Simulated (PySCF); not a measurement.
BFH, SMILES [BH]F (connectivity only; charge and spin as stated), charge +1, multiplicity 1.

Geometry: ωB97X-D3(BJ)/def2-TZVPD. The spin state was assumed, not searched. The isomer is the one that the SMILES or the coordinates give; other isomers of the formula were not compared.

Computed with TDDFT-B3LYP/def2-TZVPD (PySCF).

Vertical excitations; the highest root listed may be one member of a degenerate set. The molecule is in vacuum. State labels are in the subgroup C2v.

| state | symmetry | energy (eV) | λ (nm) | f | main pairs |
|---|---|---|---|---|---|
| S1 | B1 | 11.07 | 112 | 0.124 | HOMO→LUMO (degenerate set) |
| S2 | B2 | 11.07 | 112 | 0.124 | HOMO→LUMO+1 (degenerate set) |
| S3 | A2 | 11.24 | 110 | 0.000 | HOMO−2→LUMO+1 50 %, HOMO−1→LUMO 50 % |
| S4 | A1 | 11.38 | 109 | 0.000 | HOMO−1→LUMO+1, HOMO−2→LUMO (degenerate set) |
| S5 | A2 | 11.38 | 109 | 0.000 | HOMO−1→LUMO, HOMO−2→LUMO+1 (degenerate set) |
| S6 | A1 | 13.77 | 90 | 0.042 | HOMO−2→LUMO 36 %, HOMO−1→LUMO+1 36 %, HOMO→LUMO+2 19 % |
| S7 | B2 | 14.04 | 88 | 0.026 | HOMO−3→LUMO+1, HOMO−1→LUMO+2 (degenerate set) |
| S8 | B1 | 14.04 | 88 | 0.026 | HOMO−3→LUMO, HOMO−2→LUMO+2 (degenerate set) |
| S9 | B2 | 14.60 | 85 | 0.163 | HOMO−1→LUMO+2, HOMO−3→LUMO+1 (degenerate set) |
| S10 | B1 | 14.60 | 85 | 0.163 | HOMO−2→LUMO+2, HOMO−3→LUMO (degenerate set) |
| T1 | B1 | 8.94 | 139 | 0 | HOMO→LUMO (degenerate set) |
| T2 | B2 | 8.94 | 139 | 0 | HOMO→LUMO+1 (degenerate set) |
| T3 | A1 | 10.28 | 121 | 0 | HOMO−1→LUMO+1 48 %, HOMO−2→LUMO 48 % |
| T4 | A1 | 10.67 | 116 | 0 | HOMO−2→LUMO 50 %, HOMO−1→LUMO+1 50 % |
Triplets are in the Tamm–Dancoff approximation, which puts them higher than full response would, so one can lie above its singlet here.
